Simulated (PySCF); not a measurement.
From one molecule to another.

First species: C₆H₉PSi.
SMILES with atom numbers: `[CH3:1][c:2]1[cH:3][c:4]([SiH3:5])[cH:6][cH:7][p:8]1` (hydrogens: H9, H10, H11 on C1; H12 on C3; H13, H14, H15 on Si5; H16 on C6; H17 on C7)

Second species: methane, CH₄.
Geometry (GFN2-xTB, Å), atoms numbered from 1 in this order:
```
atom  x, y, z in Å
C1     0.0017    0.0006   -0.0035
H2     0.9054   -0.5948   -0.0169
H3     0.2007    0.9684   -0.4449
H4    -0.3289    0.1314    1.0186
H5    -0.7703   -0.5027   -0.5706
```

Levels: B3LYP/def2-SVPD for dipole moment, HOMO energy, LUMO energy, HOMO–LUMO gap, static isotropic polarisability and electronic spatial extent ⟨r²⟩ about the centre of nuclear charge; TDDFT B3LYP/def2-SVPD for lowest singlet excitation; TDA B3LYP/def2-SVPD for lowest triplet excitation (Tamm–Dancoff). Geometries: GFN2-xTB. Each structure is a single optimised conformer of the isolated species, non-relativistic unless stated. Electronic properties by PySCF.

Question: Which of the two has the higher T1 energy, and by how much?

Answer: The second: 9.97 eV against 3.16 eV, a difference of 6.81 eV.

Question: Which of the two has the higher static isotropic polarisability, and by how much?

Answer: The first: 124.1 au against 16.4 au, a difference of 107.7 au.

Question: Which has the higher HOMO–LUMO gap?

Answer: The second: 11.45 eV against 5.03 eV, a difference of 6.42 eV.

Question: Which has the higher ⟨r²⟩?

Answer: The first: 1575 bohr² against 36 bohr², a difference of 1539 bohr².

Question: Which has the higher LUMO energy?

Answer: The second: 0.66 eV against -1.78 eV, a difference of 2.44 eV.

Question: Which has the higher dipole moment?

Answer: The first: 0.91 D against 0.00 D, a difference of 0.91 D.

Question: Which of the two has the higher S1 energy, and by how much?

Answer: The second: 10.36 eV against 4.56 eV, a difference of 5.80 eV.

Question: Which has the higher HOMO energy?

Answer: The first: -6.81 eV against -10.79 eV, a difference of 3.98 eV.

On the first: The 8 singlets span 4.56 to 6.22 eV, and their oscillator strengths add up to 0.94. The principal polarisabilities are 80.5, 130.2 and 161.6 au; their mean is the isotropic value.

On the second: Point group Td forbids a permanent dipole, so the rigid molecule has no electric-dipole pure rotational spectrum. The principal polarisabilities are 16.4, 16.4 and 16.4 au; their mean is the isotropic value.
